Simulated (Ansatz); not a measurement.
BClF2 (`FB(F)Cl`) from Hartree–Fock to CCSD(T)

```xyz
4

F    -0.4370   -0.6866   -1.0961
B    -0.0181    0.0428   -0.0913
F     0.1650    1.3277   -0.2717
Cl    0.2901   -0.6839    1.4591
```

The species carries charge 0 and has multiplicity 1. Geometry: relaxed with PBE0-D4/def2-TZVP. Frozen core, restricted reference, Ansatz 0.2.0. CBS rows extrapolate triple and quadruple zeta; past MP2 they add the triple-zeta difference.

| basis | HF (Eh) | MP2 corr. |
| --- | --- | --- |
| def2-SVP | -682.90908 | -0.57935 |
| def2-TZVPP | -683.34628 | -0.77471 |
| def2-QZVPP | -683.36899 | -0.84882 |

Question: Estimate the CCSD correlation energy and the (T) correction in each basis where they were run (hartree).

Answer: 
```tsv
basis	CCSD corr.	(T)
def2-SVP	-0.59627	-0.01114
def2-TZVPP	-0.79162	-0.02652
CBS(def2)	-0.92063	as TZ
```
